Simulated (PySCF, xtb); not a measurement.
BH3OSe2, SMILES OB([SeH])[SeH].

GFN2-xTB (xtb 6.7.1) at its own geometry gives an orbital gap of 4.44 eV and a dipole moment of 3.75 D.

The structure is a stationary point at B3LYP-D3(BJ)/def2-SVP. Other conformers were not sampled.

What does B3LYP/def2-TZVP in PySCF give? (An estimate is asked for; the answer gives what the named calculation found.)

gap 5.96 eV (levels -6.74 and -0.78 eV), dipole 2.01 D.
